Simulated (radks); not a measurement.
Yb69+, configuration 1s1 (the NIST ground configuration). All-electron calculation, scalar-relativistic Kohn-Sham, SCAN, spin-polarised, spherical densities, finite nucleus; open shells are filled with parallel spins first (spin-orbit coupling, left out, can overturn this in heavy ions); meta-GGA in the generalised Kohn-Sham scheme; Fermi nuclear charge, rms radius 5.3108 fm. Program: a radial shooting solver on a logarithmic mesh with Libxc functionals.

Normalised radial functions P(r) = r R(r), r in bohr:

r	1s up
0.001046	1.6815
0.001208	1.8819
0.001406	2.1154
0.001624	2.3582
0.00189	2.6380
0.0022	2.9419
0.002541	3.2513
0.002958	3.5987
0.003417	3.9445
0.003977	4.3221
0.00463	4.7055
0.005348	5.0648
0.006225	5.4279
0.00719	5.7422
0.00837	6.0248
0.009744	6.2362
0.01125	6.3504
0.0131	6.3590
0.01513	6.2441
0.01761	5.9804
0.0205	5.5667
0.02368	5.0449
0.02757	4.3800
0.03184	3.6770
0.03706	2.9070
0.04315	2.1645
0.04983	1.5350
0.05801	0.9872
0.067	0.5960
0.07799	0.3148

1s up: eigenvalue -71250 eV, 0 radial nodes, <r> = 0.0194 bohr, 90 % of the charge inside 0.0352 bohr.
